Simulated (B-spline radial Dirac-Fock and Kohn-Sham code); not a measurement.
**Dipole and non-dipole photoemission parameters of Co²⁺ 3p3/2**

System: the Co²⁺ ion in the configuration [Ar] 3d7; threshold 91.96 eV (orbital energy of the model). Calculated with an atomic code on a B-spline grid, using Dirac-Hartree-Slater photoionisation with a Latter tail; cross sections with all multipoles, angular parameters from the dipole term and its interference with E2.

```tsv
hν (eV)	σ (kb)	β	γ	δ
150	612	0.722	0.155	0.023
231	?	?	?	?
300	404	1.503	0.006	-0.001
316	378	1.523	-0.003	-0.001
519	174	1.624	-0.003	0.003
800	74.3	1.615	0.108	0.007
1000	45.2	1.587	0.197	0.010
1110	35.4	1.568	0.244	0.012
1253.6	26.4	1.543	0.303	0.014
1360	21.6	1.525	0.344	0.016
2000	7.97	1.415	0.554	0.029
2410	4.80	1.352	0.659	0.038
2550	4.10	1.331	0.691	0.041
2680	3.56	1.313	0.720	0.044
2970	2.66	1.273	0.780	0.050
3200	2.14	1.243	0.823	0.056
3290	1.98	1.232	0.839	0.058
4320	0.877	1.116	0.994	0.082
5760	0.359	0.986	1.148	0.116
5910	0.331	0.974	1.161	0.119
8570	0.0988	0.798	1.338	0.179
9690	0.0655	0.740	1.390	0.203
10700	0.0469	0.693	1.429	0.223
12000	0.0317	0.640	1.472	0.249
12300	0.0291	0.629	1.481	0.255
```

Question: Give the values at 231 eV.

Answer: σ = 528 kb, β = 1.350, γ = 0.072, δ = 0.001.
